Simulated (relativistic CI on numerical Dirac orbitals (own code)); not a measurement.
Computed by Dirac-Coulomb-Breit CI, orbitals from a KLI potential per configuration, QED by a radiative potential, unscaled Slater integrals (own radial code, finite nucleus).

The strongest absorption lines from the ground level of an ion, among the configurations computed and to levels below about 2890 eV (vacuum wavelength in nm, gf): 0.42975 (0.052), 0.43017 (0.027), 0.47907 (0.12), 0.48010 (0.064), 0.63727 (0.49), 0.64163 (0.26), 11.373 (0.096), 19.266 (0.028).

(1) Which ion is it?
A. As30+
B. Zn27+
C. Co24+
D. Kr33+

Answers

(1) A. As30+ has 3 electrons and the ground level 2s 2S_1/2; the strongest line goes to 3p 2P°_3/2. The pattern of lines fixes the number of electrons, and along that sequence the line energies rise steadily with the charge (about as its square where n changes within one kind of shell, about linearly where n is kept but much faster in heavy ions where fine structure, which grows about as Z⁴, sets the gap, and irregularly where shells cross), which fixes Z. Configurations outside the model, such as inner-shell arrays, can give stronger lines. At this charge energies of transitions that change n are usually good to better than 1 %, and those within a shell (Δn = 0) to a few per cent.
